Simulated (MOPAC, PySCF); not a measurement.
H$_{3}$B, SMILES `B`, neutral singlet in the gas phase. 

Cartesian coordinates (Å):
```xyz
4

B      0.0000     0.0000     0.0001
H     -0.2369     1.1697     0.0000
H     -0.8945    -0.7900    -0.0039
H      1.1314    -0.3797     0.0039
```
Charge 0, spin multiplicity 1.

All levels are single points at this geometry (PBE0-D3(BJ)/def2-TZVP); Pople sets use spherical d functions. Orbital energies aren't observables, and empty levels follow the basis.

TPSSh-D3(BJ)/def2-TZVP in PySCF gives HOMO (eV) = -9.27.

Estimate the HOMO (eV) from each of these levels: B3LYP/6-311+G** in PySCF; M06-2X/6-31G* in PySCF; PBE/6-31G* in PySCF; SVWN5/6-31G* in PySCF; HF/3-21G in PySCF; HF/6-31G* in PySCF; PM3 in MOPAC; PM7 in MOPAC.


```json
[
 {"level": "B3LYP/6-311+G** in PySCF", "HOMO (eV)": "-9.74"},
 {"level": "M06-2X/6-31G* in PySCF", "HOMO (eV)": "-11.16"},
 {"level": "PBE/6-31G* in PySCF", "HOMO (eV)": "-8.29"},
 {"level": "SVWN5/6-31G* in PySCF", "HOMO (eV)": "-8.27"},
 {"level": "HF/3-21G in PySCF", "HOMO (eV)": "-13.57"},
 {"level": "HF/6-31G* in PySCF", "HOMO (eV)": "-13.50"},
 {"level": "PM3 in MOPAC", "HOMO (eV)": "-13.55"},
 {"level": "PM7 in MOPAC", "HOMO (eV)": "-12.00"}
]
```
